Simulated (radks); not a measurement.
Task: These are the eigenvalues of the occupied orbitals of an atom or ion with whole-number occupations (hartree). Method: Dirac Kohn-Sham, PBE, spin-unpolarised, spherical densities, finite nucleus; Fermi nuclear charge, rms radius of each element as measured or else 0.836 A^(1/3) + 0.57 fm; computed with a radial shooting solver on a logarithmic mesh with Libxc functionals.

orbital  eigenvalue
1s1/2     -2790.935
2s1/2     -612.5963
2p1/2     -594.7107
2p3/2     -540.8204
3s1/2     -240.9534
3p1/2     -234.1963
3p3/2     -220.2169

Which element is it, and in what charge state? The configuration may be excited. Open shells, if any, fill j = l - 1/2 first.

Result: Z = 75, rhenium, charge +58: Re58+ in [Ne] 3s2 3p5. The list shows which subshells hold electrons but not how many an open one holds; the 1s level, -2790.9 hartree, gives Z - s = 74.7 by -(Z - s)^2/2, which with screening and relativity narrows Z to a few neighbours, and the depths of the outer levels then fix element, charge and occupations together.
